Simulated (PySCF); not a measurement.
Te(OH)(NH2) (H₃NOTe), SMILES [Te](N)O.

Coordinates come from a PBE0-D3(BJ)/def2-TZVP optimisation. The def2 effective core potentials stand for the cores of Te; spin–orbit coupling is left out. The values are those of a single conformer.

Method: PySCF with PBE0-D3(BJ)/def2-TZVP.

Frequencies are harmonic and unscaled.

Computed harmonic wavenumbers and intensities:
```json
[
 {"mode": "1", "ν (cm⁻¹)": "212", "IR (km/mol)": "11.5", "moving atoms (share of kinetic energy)": "O 42 %, N 31 %, H 16 %, Te 10 %"},
 {"mode": "2", "ν (cm⁻¹)": "391", "IR (km/mol)": "88.2", "moving atoms (share of kinetic energy)": "H 94 %"},
 {"mode": "3", "ν (cm⁻¹)": "437", "IR (km/mol)": "57.0", "moving atoms (share of kinetic energy)": "H 92 %"},
 {"mode": "4", "ν (cm⁻¹)": "489", "IR (km/mol)": "179.2", "moving atoms (share of kinetic energy)": "H 51 %, N 46 %"},
 {"mode": "5", "ν (cm⁻¹)": "602", "IR (km/mol)": "69.1", "moving atoms (share of kinetic energy)": "O 85 %, Te 12 %"},
 {"mode": "6", "ν (cm⁻¹)": "698", "IR (km/mol)": "43.7", "moving atoms (share of kinetic energy)": "N 53 %, H 36 %, Te 9 %"},
 {"mode": "7", "ν (cm⁻¹)": "922", "IR (km/mol)": "5.5", "moving atoms (share of kinetic energy)": "H 92 %"},
 {"mode": "8", "ν (cm⁻¹)": "989", "IR (km/mol)": "51.8", "moving atoms (share of kinetic energy)": "H 94 %"},
 {"mode": "9", "ν (cm⁻¹)": "1573", "IR (km/mol)": "15.0", "moving atoms (share of kinetic energy)": "H 92 %, N 8 %"},
 {"mode": "10", "ν (cm⁻¹)": "3562", "IR (km/mol)": "15.8", "moving atoms (share of kinetic energy)": "H 96 %"},
 {"mode": "11", "ν (cm⁻¹)": "3674", "IR (km/mol)": "38.0", "moving atoms (share of kinetic energy)": "H 91 %, N 9 %"},
 {"mode": "12", "ν (cm⁻¹)": "3864", "IR (km/mol)": "82.7", "moving atoms (share of kinetic energy)": "H 94 %"}
]
```
